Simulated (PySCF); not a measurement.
## Which enantiomer?

The calculation used PySCF 2.14.0, TDDFT CAM-B3LYP/def2-SVPD circular dichroism and optical rotation, one conformer, gas phase. Geometry: GFN2-xTB.

Values for one enantiomer of [C$_{2}$H$_{8}$FSSi$_{2}$]+, R in 10⁻⁴⁰ esu² cm² (velocity form):
| λ (nm) | f | R |
| --- | --- | --- |
| 198 | 0.007 | +13.9 |
| 186 | 0.012 | -11.0 |
| 179 | 0.015 | -3.3 |
| 177 | 0.004 | +26.9 |
| 172 | 0.002 | -1.0 |
| 163 | 0.021 | -5.3 |
| 158 | 0.059 | -48.1 |
| 156 | 0.009 | +53.5 |
| 154 | 0.106 | +20.9 |
| 148 | 0.0008 | -2.2 |
| 145 | 0.100 | -81.2 |
| 142 | 0.100 | +31.6 |

[α] at 589.3 nm: +25 deg dm⁻¹ (g/mL)⁻¹ (origin-invariant length gauge).

**Question.** Which structure gives these signs?
A. C[S@@+]1[SiH2]C[Si@H]1F
B. C[S@+]1[SiH2]C[Si@@H]1F

**Answer.** A. Its CIP labels in SMILES order are S, S; the other enantiomer gives every sign reversed.

Geometry of C[S@@+]1[SiH2]C[Si@H]1F as run:
```xyz
14

C     2.169    0.159    0.053
S     0.791   -0.813    0.740
Si   -0.843    0.740    1.276
C    -1.870    0.068   -0.208
Si   -0.613   -1.097   -1.044
F     0.151   -0.302   -2.198
H     1.805    0.914   -0.636
H     2.694    0.613    0.887
H     2.828   -0.534   -0.462
H    -1.246    0.337    2.611
H    -0.178    2.020    1.076
H    -2.232    0.847   -0.883
H    -2.764   -0.458    0.130
H    -0.692   -2.495   -1.363
```
